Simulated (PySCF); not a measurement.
## Correlation energy of Ne²⁺ (neon, charge +2)

[He] 2s2 2p4, high-spin 3P determinant. All numbers are calculated (PySCF 2.14, the spin-free X2C one-electron Hamiltonian (Gaussian nucleus), in cc-pVTZ-DK). Frozen: 1s2; 6 electrons correlated.

MP2 pair energies summed by pair of shells (mhartree):

```csv
pair,energy,share (%)
2p-2p,-67.64,47.2
2s-2p,-66.12,46.1
2s-2s,-9.68,6.7
```

Total MP2 correlation energy: -143.44 mhartree.

Same-spin part -34.78 and opposite-spin part -108.66 mhartree; SCS-MP2 scales them by 1/3 and 6/5 to -141.99 mhartree.

```json
{"level": "CCSD", "correlation energy (mhartree)": "-157.66"}
{"level": "(T)", "correlation energy (mhartree)": "-1.47"}
{"level": "CCSD(T)", "correlation energy (mhartree)": "-159.13"}
```

Diagnostics: T1 = 0.0028, D1 = 0.0059, largest double amplitude 0.026.

Cost of the coupled-cluster step: 0.33 s of wall time on 1 thread of Neoverse-V1 (shared host), for 6 correlated electrons.
